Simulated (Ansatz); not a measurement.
Two members of one family (X3Si-Y-SiH3), computed with Ansatz in the gas phase. The two geometries come from different levels. Binding counts from free atoms in the multiplicity of their measured ground term, without zero-point energy. The structures are stationary points that may keep the symmetry of their start.

First: (Cl)3Si-O-SiH3 (singlet, charge 0, PBE-D4/def2-SVP geometry).

```xyz
9

Si    1.0590    0.8137    0.7036
Cl    1.3538    2.3594   -0.6217
Cl    2.8622    0.2190    1.4751
Cl   -0.1621    1.4702    2.2273
O     0.3726   -0.4622   -0.0603
Si   -1.0693   -0.9831   -0.7759
H    -0.7509   -2.2369   -1.5292
H    -2.0870   -1.2567    0.2922
H    -1.5783    0.0766   -1.7111
```

```csv
level,HOMO (eV),LUMO (eV),gap (eV),binding per atom (eV)
PBE-D4/def2-SVP,-7.68,-1.21,6.47,3.57
PBE-D4/def2-TZVP,-7.86,-1.58,6.28,3.61
B3LYP-D4/6-31G,-9.24,-1.64,7.60,2.91
PBE0-D4/def2-SVP,-9.20,-0.25,8.96,3.51
PBE0-D4/def2-TZVP,-9.32,-0.60,8.72,3.57
```

Second: (OH)3Si-NH-SiH3 (singlet, charge 0, PBE0-D4/def2-SVP geometry).

```xyz
13

Si   -0.890   -0.200   -0.512
O    -0.876   -1.384    0.650
O    -2.236    0.701   -0.188
O    -1.055   -0.710   -2.071
N     0.632    0.590   -0.417
Si    1.763    0.500    0.903
H    -0.171   -2.035    0.595
H    -2.473    0.783    0.741
H    -1.966   -0.817   -2.364
H     0.917    1.134   -1.225
H     2.275   -0.892    1.121
H     2.921    1.381    0.570
H     1.160    0.948    2.196
```

Question: What does the change do? Estimate second minus first.

Answer: 
```
            level  Δ HOMO (eV)  Δ LUMO (eV)  Δ gap (eV)  Δ binding per atom (eV)
  PBE-D4/def2-SVP         1.65         0.96       -0.69                     0.31
 PBE-D4/def2-TZVP         1.55         0.78       -0.76                     0.32
   B3LYP-D4/6-31G         1.96         1.72       -0.24                     0.49
 PBE0-D4/def2-SVP         1.67         0.87       -0.80                     0.29
PBE0-D4/def2-TZVP         1.60         0.66       -0.93                     0.29
```
